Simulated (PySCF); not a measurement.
Isotope clusters of molecular radical cations, worked from isotope masses and abundances (centroid m/z, relative intensity):

1. 101.0835 (100.0), 102.0865 (5.9), 103.0885 (0.4)
2. 132.0401 (100.0), 133.0417 (10.6), 134.0381 (4.0)
3. 140.0764 (100.0), 141.0779 (12.4), 142.0743 (4.0)
4. 141.9555 (100.0), 142.9551 (16.1), 143.9522 (15.5), 144.9516 (1.8), 145.9488 (0.9)

Lines and terms under 0.3 % are left out. Candidates, as SMILES:
A. `C=CC(=O)[Si@H](F)CC`
B. `CC(C)(C)C(N)=O`
C. `C=N[SiH2]C(C)(C)CC#N`
D. `F[Si@@H]([SiH3])S[SiH3]`

Q: Match clusters and compounds, and give each formula.

A: 
1 = B, C5H11NO, monoisotopic mass of the neutral 101.0841 u; relative to that species, one 13C gives 5.4 % at +1 and one 15N gives 0.4 % at +1.
2 = A, C5H9FOSi, monoisotopic mass of the neutral 132.0407 u; relative to that species, one 13C gives 5.4 % at +1, one 29Si gives 5.1 % at +1 and one 30Si gives 3.3 % at +2.
3 = C, C6H12N2Si, monoisotopic mass of the neutral 140.0770 u; relative to that species, one 13C gives 6.5 % at +1, one 29Si gives 5.1 % at +1, one 15N gives 0.7 % at +1 and one 30Si gives 3.3 % at +2.
4 = D, FH7SSi3, monoisotopic mass of the neutral 141.9560 u; relative to that species, one 29Si gives 15.2 % at +1, one 33S gives 0.8 % at +1, one 30Si gives 10.0 % at +2 and one 34S gives 4.5 % at +2.

Q: What is the mean mass of the whole cluster 2, and how does it compare with the molar mass?

A: 132.208 u over all lines, faint ones too (the ion lacks one electron, 0.0005 u); standard atomic weights give 132.209 g/mol for C5H9FOSi.

Q: Give the exact less the nominal mass of each, in mDa.

A: C5H9FOSi +40.7, C5H11NO +84.1, C6H12N2Si +77.0, FH7SSi3 -44.0 (neutral, monoisotopic).

Abundances used (%; other tables differ somewhat): 12C 98.93, 13C 1.07; 14N 99.632, 15N 0.368; 16O 99.757, 17O 0.038, 18O 0.205; 1H 99.9885, 2H 0.0115; 28Si 92.2297, 29Si 4.6832, 30Si 3.0872; 32S 94.93, 33S 0.76, 34S 4.29, 36S 0.02.

A cluster can't tell isomers apart.

Masses and patterns are calculated from tabulated isotope masses and abundances.
